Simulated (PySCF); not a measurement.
Input file for PySCF: R-HF/STO-3G on BH3O (SMILES BO), a point of a torsion scan.

```python
from pyscf import gto, scf, dft, mp
from pyscf.data.elements import chemcore

mol = gto.M(
    atom='''
    B    -0.43203853   -0.01570553    0.10342947
    O     0.84903643   -0.38175353    0.21363582
    H    -1.23214301   -0.84465775   -0.13734528
    H    -0.73586878    1.12863350    0.03195039
    H     1.52937244   -0.01243693   -0.33879138
    ''',
    basis='sto-3g',
    charge=0, spin=0, verbose=3, max_memory=1800)
mf = scf.RHF(mol)
mf.conv_tol = 1e-8
mf.max_cycle = 100
mf.kernel()
if not mf.converged:
    mf = mf.newton().run(mf.mo_coeff, mf.mo_occ)
```

The log:

```
converged SCF energy = -99.9595990173117
```

The run converged.

Cost: about 0.27 core-seconds (a rough figure).
